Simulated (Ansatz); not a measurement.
Reactions of C₂H₃F₂I (`FCC(F)I`).

Calculated with Ansatz (gas phase, PBE0-D4/def2-TZVP geometries, no zero-point term in ΔE). CBS: MP2 limit from def2 TZ/QZ plus the TZ coupled-cluster correction, frozen cores. This one scheme is used for every species. def2 core potentials past Kr. For I outer-core shells are correlated without core-valence functions, which leaves a few kJ/mol of doubt a bond. One conformer a species, not always the lowest.

(1) Order these by ΔE at CCSD(T)/CBS, lowest first. (Estimate.)
A. `FCC(F)I` + `CC(F)F` → `CC(F)(F)C(F)CF` + HI
B. `FCC(F)I` + `OC(F)F` → `FCOC(F)F` + `FCI`
C. `FCC(F)I` + HCl → `FCC(F)Cl` + HI

Largest T1 diagnostic: 0.012, for `FCOC(F)F`.

Answers

(1) A (-5.0 kcal/mol), C (+2.7 kcal/mol), B (+9.7 kcal/mol).
